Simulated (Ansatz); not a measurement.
Molecule: sum formula H2SiO2F, charge 0, multiplicity 2. It need not be the lowest isomer of its formula. SMILES: F[Si](O)O
Structure (B3LYP-D3(BJ)/def2-TZVP (Ansatz, a first-principles code) minimum search):
```
Si
F 1 1.6015
O 1 1.6364 2 105.43
H 3 0.9619 1 117.75 2 -163.90
O 1 1.6456 2 111.16 3 -116.55
H 5 0.9617 1 118.47 2 -70.18
```
Charge 0, spin multiplicity 2.

Computed values are from Ansatz. Valence correlation only, unless marked. UHF or UKS for open shells. Spin-orbit coupling is left out. No relativistic terms. Basis-set limits of correlation are two-point, X^-3; Hartree-Fock from the larger set (for Q and 5 zeta extrapolated as (X+1)exp(-9√X)).

### Question
What is the T1 diagnostic at CCSD/cc-pV(5+d)Z?

### Answer
0.014.

### Question
What is the dipole moment at CCSD(T)/aug-cc-pV(D+d)Z?

### Answer
2.52 D.

### Question
What is the total energy at CCSD(T)/CBS(cc-pV(Q+d)Z,cc-pV(5+d)Z)?

### Answer
-540.5353 Eh.

### Question
What is the atomisation energy De at CCSD(T)/CBS(cc-pV(Q+d)Z,cc-pV(5+d)Z)?

### Answer
2400.7 kJ/mol.
